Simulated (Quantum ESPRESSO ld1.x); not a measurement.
Values are calculated unless marked as measured or tabulated.
Task: These are the eigenvalues of the occupied orbitals of an atom or ion with whole-number occupations (eV). Level of theory: Dirac Kohn-Sham, revPBE, spin-unpolarised, spherical densities, point nucleus (ld1.x of Quantum ESPRESSO 7.5).

| orbital | eigenvalue |
|---|---|
| 1s1/2 | -5887.35 |
| 2s1/2 | -673.724 |
| 2p1/2 | -572.911 |
| 2p3/2 | -564.262 |
| 3s1/2 | -80.9139 |
| 3p1/2 | -53.0419 |
| 3p3/2 | -52.0339 |
| 3d3/2 | -9.7803 |
| 3d5/2 | -9.7004 |

Which element is it, and in what charge state? The configuration may be excited. Open shells, if any, fill j = l - 1/2 first.

Result: Z = 24, chromium, charge +1: Cr+ in [Ar] 3d5. The list shows which subshells hold electrons but not how many an open one holds; the 1s level, -216.36 hartree, gives Z - s = 20.8 by -(Z - s)^2/2, which with screening and relativity narrows Z to a few neighbours, and the depths of the outer levels then fix element, charge and occupations together.
